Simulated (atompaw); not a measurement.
**Before and after: PAW (atompaw) potential for Tl**

| Quantity | Value |
| --- | --- |
| Element | Tl |
| Generator | atompaw 4.2.0.5 |
| Type | PAW |
| Functional | PBE |
| Relativity | scalar-relativistic |
| Frozen core | [Xe] 4f14 5d10 |
| Valence charge | 3 |
| Reference configuration | 6s2 6p0 (charge +1) |
| Partial waves | 6s (bound): rc 2.95 bohr; 6s channel at 1.3 Ry: rc 1.90 bohr; 6p (bound, empty): rc 2.95 bohr; 6p channel at 0.1 Ry: rc 2.95 bohr; 6d channel at -0.05 Ry: rc 2.60 bohr; 6d channel at 1.65 Ry: rc 2.60 bohr |
| Local potential | bessel scheme, radius 2.40 bohr |
| Core correction | smooth core density matched at 2.80 bohr |
| Augmentation charge | besselshape compensation charge, radius 2.25 bohr; PAW radius 2.95 bohr; waves and projectors: custom rrkj gramschmidtortho |

All-electron outer shells of the reference configuration (PBE, scalar-relativistic, ld1.x):

```tsv
shell	level (eV)	outermost node (bohr)	outermost maximum (bohr)
5d	-22.75	0.53	1.11
6s	-16.31	1.04	2.05
6p	-8.19	1.22	2.70
```

Change: local potential bessel scheme, radius 1.52 bohr.

Cutoffs: the cutoffs (Ry, on a coarse ladder) from which the occupation-weighted sum of valence levels, in a spherical-Bessel basis at the reference potential, stays within 10 and 1 mRy of its value at 400 Ry; they do not see the model core or the augmentation charge, which bear on the density cutoff.

**Question.** What does the change do?

**Answer.** Both files are so soft that the ladder of cutoffs tells neither apart; the bound ghosts move from d to d, s; the range in which the s phases agree narrows (upper end 2.1 → -0.3). A state that the projectors do not describe sees the local part alone, so a deeper or shallower local part can create or remove a ghost.

| quantity | base | changed |
| --- | --- | --- |
| cutoff, loose | 6 Ry | 6 Ry |
| cutoff, tight | 6 Ry | 6 Ry |
| bound ghosts | d | d, s |
| s: phases at 2.97 bohr within 0.05 rad from the reference energy up to (Ry; the scan ends near 5) | 2.1 | -0.3 |
| p: phases at 2.97 bohr within 0.05 rad from the reference energy up to (Ry; the scan ends near 5) | 2.8 | 2.3 |
| d: phases at 2.97 bohr within 0.05 rad from the reference energy up to (Ry; the scan ends near 5) | 4.9 | to the end of the scan |
| lowest overlap eigenvalue by channel | s 0.46, p 0.57, d 0.82 | s 0.32, p 0.46, d 0.81 |

 A true bound ghost makes a file unfit for plane-wave use even where its test errors are small: the radial tests pick states by their node count and pass the ghost by. The cutoffs see the waves, projectors and local potential, not the compensation charge or the core.
